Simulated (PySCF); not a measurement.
C₄H₂BrClN₂.
Atom-mapped SMILES: `[Cl:1][c:2]1[cH:3][n:4][c:5]([Br:6])[cH:7][n:8]1` (hydrogens: H9 on C3; H10 on C7)

A GFN2-xTB structure was refined with PBE0/def2-SVP geometry optimisation, gas phase (PySCF 2.14.0). Its GFN2-xTB values:

```
coordinate  GFN2-xTB
    Cl1–C2   1.709 Å
     C2–C3   1.397 Å
     C2–N8   1.323 Å
     C3–N4   1.317 Å
     C3–H9   1.080 Å
     N4–C5   1.319 Å
    C5–Br6   1.886 Å
     C5–C7   1.392 Å
     C7–N8   1.318 Å
    C7–H10   1.080 Å
 Cl1–C2–C3    121.3°
 Cl1–C2–N8    117.1°
  C2–N8–C7    118.3°
  C3–C2–N8    121.6°
  C3–N4–C5    118.2°
 N4–C5–Br6    116.8°
  C5–C7–N8    119.9°
 Br6–C5–C7    121.2°
```

**Question.** How do these coordinates change at the PBE0/def2-SVP level?

**Answer.** 
```tsv
coordinate	PBE0/def2-SVP (Å or °)	change
Cl1–C2	1.726	+0.017
C3–H9	1.094	+0.014
C7–H10	1.094	+0.014
C5–C7	1.401	+0.009
C3–N4	1.325	+0.008
C7–N8	1.326	+0.008
C2–N8	1.317	-0.006
C2–C3	1.401	+0.004
N4–C5	1.316	-0.003
C5–Br6	1.885	-0.001
Cl1–C2–C3	119.5	-1.8
N4–C5–Br6	118.5	+1.7
Br6–C5–C7	119.5	-1.7
Cl1–C2–N8	118.5	+1.4
C2–N8–C7	117.6	-0.7
C3–N4–C5	117.7	-0.5
C5–C7–N8	120.3	+0.4
C3–C2–N8	122.1	+0.5
```

The energy falls by 0.69 kcal/mol over 6 energy and gradient evaluations, the largest force component goes from 0.0127 to 2.9e-04 Eh/bohr, and the atoms move by 0.026 Å rms after alignment. The bond that changes most is Cl1–C2 (aryl chlorine to aromatic C–Cl carbon), which lengthens by 0.017 Å. Bonds longer at the end by more than 0.005 Å: 6 of 10; shorter: 1. Rotational constants go from 6132, 465.5, 432.7 to 6108, 462.9, 430.3 MHz.

The run used 144 basis functions and 41 SCF cycles in all.

No PBE0/def2-SVP frequencies stand behind this structure, so it isn't proved a minimum.
